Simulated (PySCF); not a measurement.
## Correlation energy of Sn (tin, neutral)

[Kr] 4d10 5s2 5p2, high-spin 3P determinant. All numbers are calculated (PySCF 2.14, scalar relativity through the core potential, in def2-TZVP with the def2 core potential (28 electrons) (6s5p3d2f, 50 functions)). Frozen: 4s2 4p6 4d10; 4 electrons correlated.

MP2 pair energies summed by pair of shells (mhartree):

```json
{"pair": "5s-5p", "energy": "-25.67", "share (%)": "59.7"}
{"pair": "5s-5s", "energy": "-13.26", "share (%)": "30.8"}
{"pair": "5p-5p", "energy": "-4.07", "share (%)": "9.5"}
```

Total MP2 correlation energy: -43.00 mhartree.

Same-spin part -7.40 and opposite-spin part -35.60 mhartree; SCS-MP2 scales them by 1/3 and 6/5 to -45.19 mhartree.

| level | correlation energy (mhartree) |
| --- | --- |
| CCSD | -55.96 |
| (T) | -1.54 |
| CCSD(T) | -57.50 |

Diagnostics: T1 = 0.0091, D1 = 0.0245, largest double amplitude 0.082.

Q: Is a single reference adequate?

A: Mostly. T1 lies below 0.03, but a double amplitude of this size points to a near-degeneracy that CCSD handles and MP2 describes poorly.
